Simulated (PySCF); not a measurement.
Screening by computed properties: pick the candidate that meets the target.

Each SMILES stands for a single optimised conformer of the isolated species, non-relativistic unless stated; the electronic structure was computed with PySCF and density fitting.

Dipoles, sizes and rotational constants follow the conformer. The torsions of the flexible species, by atom-mapped SMILES:
- `[CH2:1]=[CH:2][C@@H:3]([Cl:4])[C:5]([CH3:6])([CH3:7])[CH2:8][CH:9]=[O:10]`: C1–C2–C3–Cl4 -22°, C2–C3–C5–C6 -61°, C3–C5–C8–C9 -59°, C5–C8–C9–O10 2°
- `[CH3:1][c:2]1[p:3][cH:4][c:5]([CH:6]([CH3:7])[CH3:8])[s:9]1`: C4–C5–C6–C7 -62°
- `[CH2:1]=[N:2][SiH2:3][C:4]([CH3:5])([CH3:6])[CH3:7]`: C1–N2–Si3–C4 -117°, N2–Si3–C4–C5 -49°
- `[CH2:1]=[CH:2][P@@:3]([CH3:4])(=[O:5])[CH2:6][O:7][CH3:8]`: C1–C2–P3–C4 -125°, C2–P3–C6–O7 55°, P3–C6–O7–C8 179°
- `[CH2:1]=[C:2]([CH3:3])[P@@:4](=[O:5])([OH:6])[CH2:7][CH3:8]`: C1–C2–P4–O5 4°, C2–P4–C7–C8 178°, H–O6–P4–C2 -115°
- `[CH3:1][CH:2]([CH3:3])[C@@:4]1([CH3:5])[CH2:6][C@@H:7]1[C:8](=[O:9])[Cl:10]`: C1–C2–C4–C5 63°, C6–C7–C8–O9 -20°

Task: Wanted: dipole moment between 2 D and 3 D (PBE0/pcSseg-1) and HOMO–LUMO gap below 8 eV (PBE0/pcSseg-1), at GFN2-xTB geometries. Which candidate meets both?
A. `C=N[SiH2]C(C)(C)C`
B. `C1CCCCCCC1`
C. `C=C[C@@H](Cl)C(C)(C)CC=O`
D. `C=C[P@@](C)(=O)COC`
E. `CC1=PC=C(C(C)C)S1`

Result: C. Computed values:
```csv
species,dipole moment,HOMO–LUMO gap
C1CCCCCCC1,0.04 D,9.50 eV
C=N[SiH2]C(C)(C)C,1.30 D,6.13 eV
CC1=PC=C(C(C)C)S1,1.57 D,5.36 eV
C=C[C@@H](Cl)C(C)(C)CC=O,2.60 D,6.65 eV
C=C[P@@](C)(=O)COC,3.73 D,7.05 eV
```

Task: Wanted: smallest rotational constant between 1.1 GHz and 1.2 GHz (GFN2-xTB) and HOMO energy below -7.5 eV (PBE0/pcSseg-1), at GFN2-xTB geometries. Which candidate meets both?
A. `Cc1pcc(C(C)C)s1`
B. `C=C(C)[P@@](=O)(O)CC`
C. `CC(C)[C@@]1(C)C[C@@H]1C(=O)Cl`
D. `C(C=O)C(C)(C)[C@H](Cl)C=C`
E. `C=N[SiH2]C(C)(C)C`
F. `C1CCCCCCC1`
G. `C=C[P@@](C)(=O)COC`

Result: B. Computed values:
```
                      species  smallest rotational constant  HOMO energy
CC(C)[C@@]1(C)C[C@@H]1C(=O)Cl                     0.587 GHz     -8.23 eV
              Cc1pcc(C(C)C)s1                     0.659 GHz     -6.45 eV
    C(C=O)C(C)(C)[C@H](Cl)C=C                     0.783 GHz     -7.39 eV
           C=C[P@@](C)(=O)COC                     0.982 GHz     -7.55 eV
         C=C(C)[P@@](=O)(O)CC                     1.157 GHz     -7.80 eV
            C=N[SiH2]C(C)(C)C                     1.284 GHz     -6.90 eV
                   C1CCCCCCC1                     1.334 GHz     -8.09 eV
```
